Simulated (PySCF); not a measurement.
Basis-set dependence of population analyses: `C=NC(=C)O[SiH3]`

Compound: C3H7NOSi.
Z-matrix (Å and degrees, PBE0-D3(BJ)/def2-SVP geometry), rows numbered from 1:
```
C 
N   1  1.2660
C   2  1.3988  1  121.98
C   3  1.3420  2  125.70  1    40.43
O   3  1.3451  2  111.83  1  -143.52
Si  5  1.6973  3  121.91  2   -10.17
H   1  1.1052  2  123.03  3     2.14
H   1  1.0980  2  119.12  3  -177.92
H   4  1.0896  3  119.83  2   175.04
H   4  1.0893  3  120.72  2    -2.42
H   6  1.4889  5  102.46  3  -178.29
H   6  1.4903  5  112.32  3    64.76
H   6  1.4893  5  111.92  3   -60.79
```

PBE0 throughout (PySCF), one geometry, spherical d and f functions. The structure is a single PBE0-D3(BJ)/def2-SVP conformer in the gas phase; no vibrational or solvent corrections. The first 7 of 11 kinds of atom are listed.

Mulliken charges (e):

```csv
basis,functions,C1,N2,C3,C4,O5,Si6,H7
STO-3G,41,-0.040,-0.251,+0.155,-0.218,-0.327,+0.671,+0.087
6-31G,72,-0.141,-0.372,+0.484,-0.370,-0.744,+0.794,+0.169
pcSseg-0,72,-0.095,-0.594,+0.496,-0.408,-0.816,+0.758,+0.219
6-31G*,102,-0.173,-0.353,+0.548,-0.482,-0.601,+0.560,+0.174
cc-pVDZ,123,+0.051,-0.238,+0.203,-0.055,-0.398,+0.410,+0.049
def2-SVP,123,+0.031,-0.233,+0.235,-0.124,-0.440,+0.548,+0.059
pcSseg-1,144,+0.024,-0.471,+0.352,-0.196,-0.602,+0.686,+0.116
aug-cc-pVDZ,205,+0.521,-0.158,+0.616,+0.767,-0.843,-0.326,-0.169
"6-311+G(2d,p)",212,-0.182,-0.210,+0.597,-0.555,-0.641,+0.654,+0.121
def2-TZVP,234,-0.124,-0.219,+0.309,-0.385,-0.328,+0.286,+0.121
cc-pVTZ,282,-0.092,-0.182,+0.302,-0.365,-0.285,+0.258,+0.087
IGLO-III,289,+0.028,-0.346,+0.356,-0.376,-0.509,+0.921,+0.083
pcSseg-2,321,+0.083,-0.352,+0.378,-0.185,-0.525,+0.744,+0.044
```

IAO charges (e):

```json
{"basis": "STO-3G", "functions": "41", "C1": "-0.137", "N2": "-0.199", "C3": "+0.143", "C4": "-0.343", "O5": "-0.395", "Si6": "+0.769", "H7": "+0.119"}
{"basis": "6-31G", "functions": "72", "C1": "-0.122", "N2": "-0.239", "C3": "+0.263", "C4": "-0.399", "O5": "-0.537", "Si6": "+0.671", "H7": "+0.135"}
{"basis": "pcSseg-0", "functions": "72", "C1": "-0.101", "N2": "-0.246", "C3": "+0.260", "C4": "-0.396", "O5": "-0.533", "Si6": "+0.673", "H7": "+0.130"}
{"basis": "6-31G*", "functions": "102", "C1": "-0.091", "N2": "-0.252", "C3": "+0.300", "C4": "-0.403", "O5": "-0.573", "Si6": "+0.808", "H7": "+0.126"}
{"basis": "cc-pVDZ", "functions": "123", "C1": "-0.093", "N2": "-0.247", "C3": "+0.301", "C4": "-0.413", "O5": "-0.566", "Si6": "+0.797", "H7": "+0.126"}
{"basis": "def2-SVP", "functions": "123", "C1": "-0.085", "N2": "-0.247", "C3": "+0.296", "C4": "-0.403", "O5": "-0.566", "Si6": "+0.817", "H7": "+0.123"}
{"basis": "pcSseg-1", "functions": "144", "C1": "-0.089", "N2": "-0.253", "C3": "+0.297", "C4": "-0.410", "O5": "-0.576", "Si6": "+0.821", "H7": "+0.126"}
{"basis": "aug-cc-pVDZ", "functions": "205", "C1": "-0.096", "N2": "-0.252", "C3": "+0.306", "C4": "-0.426", "O5": "-0.577", "Si6": "+0.801", "H7": "+0.130"}
{"basis": "6-311+G(2d,p)", "functions": "212", "C1": "-0.095", "N2": "-0.253", "C3": "+0.305", "C4": "-0.424", "O5": "-0.585", "Si6": "+0.834", "H7": "+0.130"}
{"basis": "def2-TZVP", "functions": "234", "C1": "-0.094", "N2": "-0.253", "C3": "+0.309", "C4": "-0.425", "O5": "-0.587", "Si6": "+0.845", "H7": "+0.130"}
{"basis": "cc-pVTZ", "functions": "282", "C1": "-0.095", "N2": "-0.252", "C3": "+0.308", "C4": "-0.425", "O5": "-0.583", "Si6": "+0.830", "H7": "+0.130"}
{"basis": "IGLO-III", "functions": "289", "C1": "-0.096", "N2": "-0.254", "C3": "+0.307", "C4": "-0.426", "O5": "-0.587", "Si6": "+0.842", "H7": "+0.131"}
{"basis": "pcSseg-2", "functions": "321", "C1": "-0.094", "N2": "-0.254", "C3": "+0.307", "C4": "-0.424", "O5": "-0.586", "Si6": "+0.843", "H7": "+0.130"}
```

Question: Which scheme is steadiest as the basis changes?

Answer: Largest range over the bases for any column: IAO 0.19 e, Mulliken 1.32 e. IAO charges move least and Mulliken charges most, counted in e. Without the minimal STO-3G basis the ranges are IAO 0.17, Mulliken 1.32 e.

Question: How much do the charges still move between the two largest bases, IGLO-III and pcSseg-2?

Answer: At most, over all atoms: Mulliken 0.191 e, IAO 0.002 e.

Question: What do the same runs give for the total energy, the frontier levels and the dipole moment?

Answer: 
```json
{"basis": "STO-3G", "energy (Eh)": "-531.0235", "HOMO (eV)": "-3.71", "LUMO (eV)": "1.73", "μ (D)": "1.15"}
{"basis": "6-31G", "energy (Eh)": "-537.4155", "HOMO (eV)": "-6.41", "LUMO (eV)": "-1.30", "μ (D)": "2.31"}
{"basis": "pcSseg-0", "energy (Eh)": "-536.6303", "HOMO (eV)": "-6.65", "LUMO (eV)": "-1.54", "μ (D)": "2.48"}
{"basis": "6-31G*", "energy (Eh)": "-537.5371", "HOMO (eV)": "-6.40", "LUMO (eV)": "-1.18", "μ (D)": "2.11"}
{"basis": "cc-pVDZ", "energy (Eh)": "-537.5720", "HOMO (eV)": "-6.49", "LUMO (eV)": "-1.31", "μ (D)": "2.09"}
{"basis": "def2-SVP", "energy (Eh)": "-537.2888", "HOMO (eV)": "-6.59", "LUMO (eV)": "-1.43", "μ (D)": "2.17"}
{"basis": "pcSseg-1", "energy (Eh)": "-537.5248", "HOMO (eV)": "-6.66", "LUMO (eV)": "-1.54", "μ (D)": "2.28"}
{"basis": "aug-cc-pVDZ", "energy (Eh)": "-537.5894", "HOMO (eV)": "-6.63", "LUMO (eV)": "-1.60", "μ (D)": "2.09"}
{"basis": "6-311+G(2d,p)", "energy (Eh)": "-537.6459", "HOMO (eV)": "-6.66", "LUMO (eV)": "-1.62", "μ (D)": "2.15"}
{"basis": "def2-TZVP", "energy (Eh)": "-537.6707", "HOMO (eV)": "-6.65", "LUMO (eV)": "-1.56", "μ (D)": "2.13"}
{"basis": "cc-pVTZ", "energy (Eh)": "-537.6632", "HOMO (eV)": "-6.62", "LUMO (eV)": "-1.50", "μ (D)": "2.12"}
{"basis": "IGLO-III", "energy (Eh)": "-537.6742", "HOMO (eV)": "-6.66", "LUMO (eV)": "-1.61", "μ (D)": "2.13"}
{"basis": "pcSseg-2", "energy (Eh)": "-537.6767", "HOMO (eV)": "-6.67", "LUMO (eV)": "-1.61", "μ (D)": "2.16"}
```

The dipole is fixed by the density alone, so its range of 1.33 D shows that the density itself changes with the basis, not only its division among atoms.
